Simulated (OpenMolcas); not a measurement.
**Lu⁺: effect of the basis set**

| Item | Value |
| --- | --- |
| Program | OpenMolcas 26.06 |
| Method | SS-CASPT2, IPEA 0.25 Eh, imaginary shift 0.1 Eh (closed shells correlated: 5s 5p) |
| Active space | 2 electrons in 6 orbitals (5d 6s) |
| State averaging | 2S+1 = 1 even, 20 roots; 2S+1 = 3 even, 15 roots kept (CI in the orbitals of an earlier block) |
| Spin-orbit coupling | state interaction with AMFI integrals over the reference wave functions, term energies averaged over their components |

A. ANO-R1 [7s5p4d2f], X2C, finite nucleus; CASPT2 step roughly 7 core-seconds
B. ANO-RCC-VDZP [7s6p4d2f1g], DKH2, point nucleus; CASPT2 step about 7 core-seconds
C. ANO-R2 [8s6p5d3f1g], X2C, finite nucleus; CASPT2 step of the order of 5 core-seconds
D. ANO-RCC-VTZP [8s7p5d3f2g1h], DKH2, point nucleus; CASPT2 step of the order of 30 core-seconds
E. ANO-RCC-VQZP [9s8p6d4f3g2h], DKH2, point nucleus; CASPT2 step of the order of 30 core-seconds

Energies in cm⁻¹ above 6s² ¹S₀, the measured ground level; measured values from NIST Handbook of Basic Atomic Spectroscopic Data.

| Level | A | B | C | D | E | Measured |
| --- | --- | --- | --- | --- | --- | --- |
| 6s² ¹S₀ | 0.0 | 0.0 | 0.0 | 0.0 | 0.0 | 0.0 |
| 5d 6s ³D₁ | 13830 | 14790 | 12310 | 11970 | 11240 | 11796 |
| 5d 6s ³D₂ | 14550 | 15530 | 13000 | 12670 | 11930 | 12435 |
| 5d 6s ³D₃ | 16200 | 17170 | 14650 | 14360 | 13730 | 14199 |
| 5d 6s ¹D₂ | 19950 | 21100 | 17940 | 17450 | 16400 | 17333 |
| 5d² ³F₂ | 32760 | 34170 | 29980 | 29820 | 28530 | 29407 |
| 5d² ³F₃ | 34380 | 35820 | 31610 | 31490 | 30320 | 30889 |
| 5d² ³F₄ | 36150 | 37590 | 33350 | 33260 | 32150 | 32504 |
| 5d² ³P₀ | 39640 | 40920 | 37040 | 37040 | 36070 | 35652 |
| 5d² ¹D₂ [55 %] | 39670 | 40840 | 36690 | 36340 | 34590 |  |
| 5d² ³P₁ | 40110 | 41390 | 37500 | 37510 | 36560 | 36557 |

Deviations, from unrounded energies. A percentage is the sum of absolute deviations over the sum of measured energies, with the sign that they share, or ± where signs differ.

```json
{"Against measurement": "mean absolute deviation (cm-1)", "Levels": "9", "A": "3000", "B": "4200", "C": "730", "D": "530", "E": "520"}
{"Against measurement": "other configurations (%)", "Levels": "9", "A": "+12.1", "B": "+17.1", "C": "+3.0", "D": "+2.2", "E": "±2.1"}
```

D, E lie about equally close to measurement and B furthest from it. The largest miss of E in the table is 5d 6s ¹D₂, by -930 cm-1. The ranking rests on the paired levels alone, and a cruder setting can come out closer through cancelling errors.

The two smallest mean deviations differ by little beside CASPT2's spread within terms, so their order carries little weight.

Among A to E the level of the table that moves most is 5d² ¹D₂ [55 %], by 6200 cm-1 (lowest in E, highest in B). Moves below CASPT2's spread within the term are not significant.

Term energies are means over components that CASPT2 splits; among the terms shown or strongly mixed into the levels shown the widest spread is 370 cm-1 (5d² ³F, E). Terms from blocks run as CI alone lack orbitals of their own. A single d shell beside an s shell can misplace configurations of different d count against each other. Computed and measured levels are paired by configuration, term and J; levels that our copy of the source lacks, or whose pairing is in doubt (as where it misses far off the trend of its configuration), stay unpaired and out of the deviations. Only configurations of the active space appear. Levels that lie high or do not pair safely by name in every column are left out.

A share in square brackets marks a mixed level and gives the weight of the term that names it, the lowest over the columns.
